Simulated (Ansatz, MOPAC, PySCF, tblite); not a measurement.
Bond stretch in HF3Si, SMILES [SiH](F)(F)F, singlet. The Si2–H5 bond (Si2 also carries F, F, F; H5 carries nothing else) is varied alone, starting from the PBE0/def2-TZVP optimised geometry. Each curve is given relative to its own lowest point near equilibrium.

```csv
R / Å,A,B,C,D
1.16,35.5,43.6,15.1,36.8
1.26,14.1,12.6,5.4,15.1
1.33,5.7,3.5,1.6,6.5
1.39,1.8,0.4,0.2,2.3
1.41,1.0,0.0,0.0,1.4
1.46,0.0,0.1,0.3,0.2
1.49,0.0,0.7,1.0,0.0
1.55,1.1,2.8,3.2,0.8
1.61,3.5,5.6,6.6,2.7
1.68,7.3,9.6,11.9,6.0
1.83,18.2,19.2,26.3,15.8
1.98,30.8,29.9,43.1,27.3
2.21,50.7,47.1,69.1,45.2
2.42,67.8,62.4,90.7,60.5
2.60,79.7,74.4,107.0,72.3
2.90,90.5,91.5,129.0,86.1
3.25,95.5,106.4,147.5,92.7
3.56,97.2,115.5,159.0,95.0
3.91,98.0,121.9,168.1,96.0
4.42,98.4,126.3,176.7,96.5
5.07,98.5,—,183.4,96.6
```

Energies in kcal/mol.

### Question
Match the curves with the methods GFN2-xTB, 300 K electronic temperature (tblite); PM6, restricted, heats of formation (MOPAC); unrestricted PBE/cc-pVDZ (Ansatz, a first-principles code); unrestricted PBE0/cc-pVDZ run with PySCF.

### Answer
A is UKS-PBE0; B is GFN2-xTB; C is PM6; D is UKS-PBE.

A dash means that the run gave no value there, or that the column was ended at a point which the program doubted or which failed a test of continuity chosen for this set; such a test can also cut sound points.

The unrestricted determinant behind UKS-PBE0 is spin-contaminated at 2.60 to 5.07 Å (<S²> up to 1.0, against 0.00 for a pure singlet). The unrestricted determinant behind UKS-PBE is spin-contaminated at 2.90 to 5.07 Å (<S²> up to 1.0, against 0.00 for a pure singlet). The restricted form behind PM6 keeps the bonding electrons paired and can't separate into open-shell fragments.
